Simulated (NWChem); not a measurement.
**Lowest excitation of H2OPbS**

```
Pb
O 1 2.1158
H 2 0.9690 1 114.65
S 1 2.5954 2 96.89 3 0.00
H 4 1.3549 1 92.59 2 180.00
```
Charge 0, spin multiplicity 1.

Program: NWChem. All single points use one geometry, from B3LYP/def2-SVP with def2 effective core potentials on Pb, a minimum by its harmonic frequencies. It is one conformer; others weren't searched.

Basis set: def2-SVP. The methods don't all put a state of the same symmetry lowest.

```json
[
 {"method": "CIS", "lowest vertical singlet excitation energy (eV)": "4.26", "relative cost": "under 3", "difference from EOM-CCSD": "+0.36"},
 {"method": "TD-B3LYP", "lowest vertical singlet excitation energy (eV)": "3.66", "relative cost": "under 3", "difference from EOM-CCSD": "-0.24"},
 {"method": "TD-PBE", "lowest vertical singlet excitation energy (eV)": "3.55", "relative cost": "1", "difference from EOM-CCSD": "-0.34"},
 {"method": "TD-PBE0", "lowest vertical singlet excitation energy (eV)": "3.80", "relative cost": "under 3", "difference from EOM-CCSD": "-0.10"},
 {"method": "EOM-CCSD", "lowest vertical singlet excitation energy (eV)": "3.90", "relative cost": "under 3", "difference from EOM-CCSD": "0.00"}
]
```

The values span 0.71 eV, from TD-PBE (lowest) to CIS (highest). Costs are rough ratios of processor time within this set of runs, SCF included, with TD-PBE as 1.

Effective core potentials replace the inner electrons of Pb; spin-orbit coupling is left out. The correlated methods keep 10 core orbitals frozen. B3LYP has NWChem's definition, with VWN1-RPA local correlation. The structure started from a generated list of species. Coupled-cluster values serve here as a point of comparison, not as the truth.
